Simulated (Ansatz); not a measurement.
System: CH3Si (charge +1, singlet). SMILES of the parent species: C[Si]
Structure (B3LYP-D3(BJ)/def2-TZVP (Ansatz, a quantum-chemistry and plane-wave program) minimum search):
```xyz
5

C     -1.0493    -0.0100    -0.0408
Si     0.7595     0.0072     0.0295
H     -1.4073    -0.6121    -0.8909
H     -1.4513     1.0090    -0.1568
H     -1.4778    -0.4382     0.8792
```
Charge +1, spin multiplicity 1.

Parts of the frozen-core correlation energy in STO-3G (Ansatz, hartree). Frozen orbitals: 6; correlated occupied orbitals by spin: 5 and 5; virtual: 6 and 6. Spin-orbit coupling is left out. Non-relativistic.

```tsv
term	value
reference (HF)	-324.53046
MP2 opposite-spin	?
MP2 same-spin	-0.00802
CCSD correlation	?
(T)	?
FCI minus CCSD(T)	-0.00038
T1 diagnostic	0.008
largest doubles amplitude	0.072
```

**Question.** Complete the blanks.

**Answer.** 
- MP2 opposite-spin, value: -0.07281
- CCSD correlation, value: -0.11163
- (T), value: -0.00088
